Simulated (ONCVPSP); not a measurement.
N (Z = 7), ONCV: configuration errors across variants

N, optimised norm-conserving Vanderbilt (ONCV), made with ONCVPSP 4.0.1 (PBEsol, scalar-relativistic). Core [He], reference 2s1 2p4. Waves: 2s: rc 1.10 bohr, ncon 4, nbas 8, qcut 6.4 1/bohr, local; 2p: rc 1.90 bohr, ncon 4, nbas 7, qcut 8.9 1/bohr, 2 projectors, debl 0.5 Ha. Local part: the s channel. Core correction: Teter function, fcfact 5.25, rcfact 1.3.

All-electron excitation energies from the reference (eV): (1) 2s2 2p3 -11.434; (2) 2s2 2p2 2.087; (3) 2s2 2p1 30.824; (4) 2s0 2p5 11.461.

1 further variants failed, have other tests or too few solved ones, and are left out.

Errors AE − PS in meV (a dash: test not solved or not reliable):

| change | (1) | (2) | (3) | (4) | bound ghosts | GHOST(+) flags above zero |
| --- | --- | --- | --- | --- | --- | --- |
| base | +3.7 | +94 | +449 | +3.9 | none | none |
| s: qcut 7.9; p: qcut 10.9 | +4.0 | +77 | +365 | +4.0 | none | none |
| core correction Teter function, fcfact 5.25, rcfact 1.68 | +3.6 | +90 | +422 | +3.8 | none | none |
| s: ncon 5, nbas 9 | +3.6 | +90 | +427 | +3.8 | none | none |
| all radii but the core radius scaled by about 1.11 (s 1.22, p 2.12 bohr) | -0.5 | +126 | +610 | 0.0 | none | none |
| p: qcut 11.7 | +6.3 | +73 | +335 | +6.4 | none | none |

Problem. Give the same row for: s: qcut 9.9.

Solution. +2.4, +82, +397, +2.4; bound ghosts: none; GHOST(+) flags above zero: none.
